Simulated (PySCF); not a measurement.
## The 11-electron isoelectronic series, spin-free X2C

All values are computed (PySCF 2.14, energy differences of UHF-based or UKS calculations, no spin-orbit coupling). Each ion has its own even-tempered basis scaled to its charge (18s11p5d4f for the first); frozen: 1s2. Ionisation energies in eV, correlation energies of the ion in mhartree.

```csv
ion,configuration,UHF,LDA,PBE,PBE0,r2SCAN,MP2 (outer shells),CCSD (outer shells),E_corr MP2,E_corr CCSD(T),"NIST (with spin-orbit, Breit and QED)"
Ge²¹⁺,[Ne] 3s1 (2S),879.72,881.76,882.92,882.22,879.66,880.36,880.36,-317.7,-320.3,880.44 (s)
As²²⁺,[Ne] 3s1 (2S),956.13,958.22,959.45,958.72,956.04,956.77,956.78,-318.5,-321.0,956.79 (s)
Br²⁴⁺,[Ne] 3s1 (2S),1118.4,1120.6,1122.0,1121.2,1118.2,1119.1,1119.1,-320.1,-322.5,1119.2 (s)
Kr²⁵⁺,[Ne] 3s1 (2S),1204.5,1206.7,1208.2,1207.3,1204.3,1205.1,1205.1,-320.9,-323.2,1205.2 (s)
Rb²⁶⁺,[Ne] 3s1 (2S),1293.8,1296.1,1297.6,1296.8,1293.6,1294.5,1294.5,-321.6,-323.9,1294.6 (s)
Sr²⁷⁺,[Ne] 3s1 (2S),1386.4,1388.7,1390.3,1389.4,1386.1,1387.0,1387.0,-322.4,-324.6,1387.19 ± 0.05 (s)
Zr²⁹⁺,[Ne] 3s1 (2S),1581.5,1583.9,1585.7,1584.8,1581.2,1582.2,1582.2,-324.0,-326.0,1582.37 ± 0.05 (s)
Nb³⁰⁺,[Ne] 3s1 (2S),1684.2,1686.6,1688.5,1687.5,1683.8,1684.9,1684.9,-324.8,-326.8,1684.97 ± 0.05 (s)
Mo³¹⁺,[Ne] 3s1 (2S),1790.1,1792.6,1794.6,1793.6,1789.7,1790.8,1790.8,-325.1,-327.0,1790.93 ± 0.06 (s)
```

**Question.** Interpolate the row of Se²³⁺.

**Answer.** configuration [Ne] 3s1 (2S); UHF 1035.6; LDA 1037.7; PBE 1039.0; PBE0 1038.3; r2SCAN 1035.5; MP2 (outer shells) 1036.2; CCSD (outer shells) 1036.3; E_corr MP2 -319.3; E_corr CCSD(T) -321.7; NIST (with spin-orbit, Breit and QED) 1036.4 (s).

Each ion has its own basis, which adds noise of up to about 0.1 % along the series.

NIST values marked (s) are semi-empirical, (t) theoretical. Open shells are high-spin determinants of the terms that Hund's rules give.
